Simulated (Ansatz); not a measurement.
Molecule: GeBr2 (charge 0, singlet). 
Coordinates optimised at B3LYP-D3(BJ)/def2-TZVP (Ansatz, an electronic-structure program):
```xyz
3

Ge    -0.0024    -0.0017     1.0279
Br     1.0252    -1.5196    -0.4700
Br    -1.0230     1.5212    -0.4697
```
Charge 0, spin multiplicity 1.

Parts of the frozen-core correlation energy in STO-3G (Ansatz, hartree). Frozen orbitals: 42; correlated occupied orbitals by spin: 9 and 9; virtual: 3 and 3. Spin-orbit coupling is left out. No relativistic terms.

```
term                             value
-------------------------  -----------
reference (HF)             -7141.15475
MP2 opposite-spin           (withheld)
MP2 same-spin               (withheld)
CCSD correlation              -0.05234
(T)                         (withheld)
FCI minus CCSD(T)             -0.00071
T1 diagnostic                    0.016
largest doubles amplitude        0.073
```

Complete the blanks.


- MP2 opposite-spin, value: -0.03369
- MP2 same-spin, value: -0.00577
- (T), value: -0.00258
